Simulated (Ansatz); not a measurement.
Calculated with Ansatz (gas phase, PBE0-D4/def2-TZVP geometries, no zero-point term in ΔE). CCSD(T)/CBS adds triple-zeta CCSD(T) − MP2 to the extrapolated MP2 energy (def2 sets, frozen cores). This one scheme is used for every species, atoms too. For atomizations the MP2-based limit and the directly extrapolated one differ by several kJ/mol either way, and by 10 to 25 for some Ge, Se and Sn compounds, so smaller differences from it don't rank the levels. Functionals use def2-TZVPP. No spin–orbit coupling; open shells (•) take unrestricted orbitals. Spin–orbit coupling would lower the free atoms: a little for C, O, Si. One conformer a species, not always the lowest.

Reaction (atomization): `CC(O)[SiH2]O` → 2 C• + 8 H• + 2 O• + Si•

CCSD(T)/CBS gives +50.20 eV.

**Question.** Another level gave +50.09 eV. Which?
A. r2SCANh/def2-TZVPP
B. MP2/def2-TZVPP
C. ωB97X-V/def2-TZVPP
D. r2SCAN-D4/def2-TZVPP

**Answer.** D. r2SCAN-D4 50.09, MP2/def2-TZVPP 49.59, ωB97X-V 50.17, r2SCANh 49.71 eV.

**Question.** What do rigid-rotor, harmonic-oscillator terms from PBE0-D4/def2-TZVP frequencies (298.15 K, 1 bar) make of the CCSD(T)/CBS value? (An estimate is asked.)

**Answer.** Computed: ΔZPE = -2.76 eV, ΔH = +48.05 eV, ΔS = 1376 J/(mol·K), ΔG = +43.80 eV. Open shells count their whole term as degenerate.

Largest T1 diagnostic among the species: 0.012.

From BLYP to BHLYP (50 % exact exchange), in def2-TZVPP and without D4, ΔE moves by −1.05 eV: exact exchange takes away binding that semilocal exchange gives to molecules. Leaving LDA and LC-ωPBE aside and taking each functional with its dispersion term where it has one, the values, not all of them listed here, spread over 2.17 eV, from BHLYP-D4 to PBE-D4. LDA lies +6.70 eV from PBE without D4, its usual overbinding.
